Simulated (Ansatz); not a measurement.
Gas-phase electronic energies from Ansatz, PBE0-D4/def2-TZVP geometries. CCSD(T)/CBS adds triple-zeta CCSD(T) − MP2 to the extrapolated MP2 energy (def2 sets, frozen cores). This one scheme is used for every species. Functionals use def2-TZVPP. B3LYP here is the variant with VWN-RPA as its local correlation; programs differ in this. def2 core potentials past Kr. For I outer-core shells are correlated without core-valence functions, which leaves a few kJ/mol of doubt a bond. Each species was taken in one conformer, which may not be the lowest.

Reaction (ligand exchange at the Si–C bond): `FC[SiH2]I` + H–F → `F[SiH2]I` + `CF`

(1) Is it downhill or uphill in electronic energy at CCSD(T)/CBS, and by how much? (An estimate is asked.)

(2) What do these levels give: PBE-D4, r2SCAN-D4, B3LYP-D4, r2SCAN, HF/def2-QZVPP, MP2/CBS(def2)? (Best estimate.)

Largest T1 diagnostic among the species: 0.010.

Answers

(1) The calculation gave: Downhill: ΔE = -1.54 eV.

(2) The calculation gave: PBE-D4 -1.43, r2SCAN-D4 -1.59, B3LYP-D4 -1.58, r2SCAN -1.60, HF/def2-QZVPP -1.85, MP2/CBS(def2) -1.56 eV.

The D4 term adds +0.08 eV with B3LYP and +0.04 eV with PBE0; it sums over pairs of atoms, weighted by their polarisabilities, and B3LYP, whose exchange is more repulsive, gets the larger term. In def2-TZVPP, CCSD(T) changes the Hartree–Fock value by +0.27 eV (the triples alone add +0.04 eV) and MP2 by +0.26 eV.
